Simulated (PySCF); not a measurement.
**Electron correlation in Cr³⁺ (chromium, charge +3)**

[Ar] 3d3, high-spin 4F determinant. Calculation: PySCF 2.14, in ANO-RCC-VTZP; scalar relativity by spin-free X2C-1e. Frozen: [Ne]; 11 electrons correlated.

| level | correlation energy (mhartree) |
| --- | --- |
| CCSD | -335.19 |
| (T) | -5.36 |
| CCSD(T) | -340.55 |

Diagnostics: T1 = 0.0033, D1 = 0.0065, largest double amplitude 0.037.

Problem. Is a single reference adequate?

Solution. Yes: T1 lies below 0.03 and no double amplitude reaches 0.07.
